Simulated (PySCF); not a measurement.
Positional isomers: propene formyl. Isolated molecules, 0 K electronic values unless said otherwise. One relaxed conformer stands for each flexible species; it need not be the lowest. Strings in code marks are SMILES.

The S1 excitation (TDA) from two functionals at the same geometries (B3LYP-D3(BJ)/def2-TZVP), both in PySCF: PBE-D3(BJ)/def2-TZVP and B3LYP-D3(BJ)/def2-TZVP. B3LYP has the VWN-RPA correlation part, as in Gaussian. Excitations are Tamm–Dancoff values on a coarser integration grid. The basis has no diffuse functions, so Rydberg states are missing or too high.

```tsv
species	B3LYP-D3(BJ)/def2-TZVP (eV)
`C=C(C)C=O` (C–C–C–O torsion 180°)	3.73
`C=CCC=O` (C–C–C–C torsion -120°, C–C–C–O torsion 131°)	4.25
`O=C/C=C/C` (C–C–C–O torsion 0°)	3.55
`C/C=C\C=O` (C–C–C–O torsion 1°)	3.44
```

### Question
What does PBE-D3(BJ)/def2-TZVP give for each?

### Answer

- `C=C(C)C=O` (C–C–C–O torsion 180°): 3.34
- `C=CCC=O` (C–C–C–C torsion -120°, C–C–C–O torsion 131°): 4.03
- `O=C/C=C/C` (C–C–C–O torsion 0°): 3.13
- `C/C=C\C=O` (C–C–C–O torsion 1°): 3.02
Over these rows, drawn at random from the members with no instability flagged (it was tested for open shells, ions and some series alone), PBE minus B3LYP-D3(BJ): mean -0.36 eV, from -0.42 eV to -0.22 eV.
